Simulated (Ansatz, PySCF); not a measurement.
This PySCF input computes a PBE0/def2-TZVPD energy:

```python
from pyscf import gto, scf, dft

mol = gto.M(
    atom='''
    O    -0.07973044   -0.05152377    0.00435333
    B    -1.17086642   -0.76811983   -0.00146946
    H    -1.82319322   -1.02611828    0.96610258
    B     1.05362488    0.66875448   -0.12661320
    H     0.95342051    1.83703381   -0.33284290
    H     2.09382392    0.09810137   -0.02767304
    ''',
    basis='def2-tzvpd',
    charge=0,
    spin=1,
    verbose=4,
)

mf = dft.UKS(mol, xc='pbe0').density_fit(auxbasis='def2-universal-jkfit')
mf.grids.level = 3
mf.conv_tol = 1e-9
mf.max_cycle = 100
mf.max_memory = 1500
mf.kernel()
if not mf.converged:
    mf = mf.newton()
    mf.kernel(mf.make_rdm1())
for _ in range(2):
    mo, _, stable, _ = mf.stability(return_status=True)
    if stable:
        break
    mf.kernel(mf.make_rdm1(mo, mf.mo_occ))
mf.analyze()
```

**Question.** Write an input for the same energy in Ansatz (a first-principles code) and say what it gives.

**Answer.** 
Ansatz 0.2 input:
```yaml
crystal:
  periodic: [false, false, false]
  atoms:
    - {symbol: O, position_ang: [-0.07973044, -0.05152377, 0.00435333]}
    - {symbol: B, position_ang: [-1.17086642, -0.76811983, -0.00146946]}
    - {symbol: H, position_ang: [-1.82319322, -1.02611828, 0.96610258]}
    - {symbol: B, position_ang: [1.05362488, 0.66875448, -0.12661320]}
    - {symbol: H, position_ang: [0.95342051, 1.83703381, -0.33284290]}
    - {symbol: H, position_ang: [2.09382392, 0.09810137, -0.02767304]}
basis:
  gaussian:
    orbitals: def2-TZVPD
hamiltonian:
  xc: {name: PBE0}
magnetization: {spin_polarized: true, initial_magnetization: 1}
output: {forces: true}
```
It gives -126.59671 Eh, and PySCF -126.59673 Eh, a difference of 0.02 mEh, from the treatment of integrals and grids.

It need not be the lowest isomer of its formula.
